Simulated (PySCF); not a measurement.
Molecule: 3,3,3-trifluoropropanal, C$_{3}$H$_{3}$F$_{3}$O.

Geometry (Å), atoms numbered from 1 in this order:
```xyz
10

O     2.3360    0.8575   -0.1018
C     1.1724    0.8203    0.1527
C     0.3638   -0.4614    0.2405
C    -1.0465   -0.2767   -0.2868
F    -1.0666    0.0722   -1.5784
F    -1.7685   -1.3998   -0.1780
F    -1.7156    0.6762    0.3789
H     0.5839    1.7293    0.3691
H     0.2928   -0.7495    1.2937
H     0.8571   -1.2635   -0.3123
```

Frames of a GFN2-xTB Langevin trajectory at 300 K; GIAO PBE0/pcSseg-1 shieldings in PySCF 2.14.0 with density-fitted response routines, gas phase, non-relativistic; equivalent atoms averaged within each frame.

Shifts are taken against calculated references (same method and geometry level): $^{17}$O (σref 336.08) vs H2O; TMS for $^{13}$C (σref 186.93) and $^{1}$H (σref 31.72); $^{19}$F (σref 170.95) vs CFCl3. The references are static minima.

Problem. How do the shifts (ppm) fluctuate along the trajectory?

Solution. 
```
         time (fs)     O1     C2     C4    C3  F5/F6/F7     H8  H9/H10
optimised geometry  732.6  197.7  133.8  52.4     -78.5  10.01    3.00
               250  702.1  186.1  128.7  55.6     -85.4   9.86    3.09
               425  700.6  193.4  131.7  55.5     -78.3  10.13    3.34
               625  750.7  208.3  133.3  54.2     -81.1  10.59    3.00
               800  689.5  187.3  140.2  62.8     -61.1   9.24    3.63
              1000  719.9  202.5  128.4  56.3     -82.7  10.17    3.85
    mean of frames  712.6  195.5  132.5  56.9     -77.7  10.00    3.38
standard deviation   23.9    9.7    4.8   3.4       9.6   0.50    0.36
```

5 frames give an uncertainty of the mean of about the standard deviation over 2.2 at best, since frames this close in time may not be independent; classical motion lacks zero-point vibration, and the reference would need the same averaging.
